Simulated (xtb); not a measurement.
H5SbSi, SMILES [SiH3][SbH2]. All values are semi-empirical tight-binding results from xtb (GFN2-xTB unless named), good for trends rather than for accurate numbers. Geometry optimised at GFN2-xTB.

For metal compounds this method's bond lengths and energies can be far off.

Computed properties:
The orbital gap comes out as 3.92 eV, the zero-point energy comes out as 21.9 kcal/mol and the G − E(el) at 298.15 K (modified RRHO) is 3.7 kcal/mol.
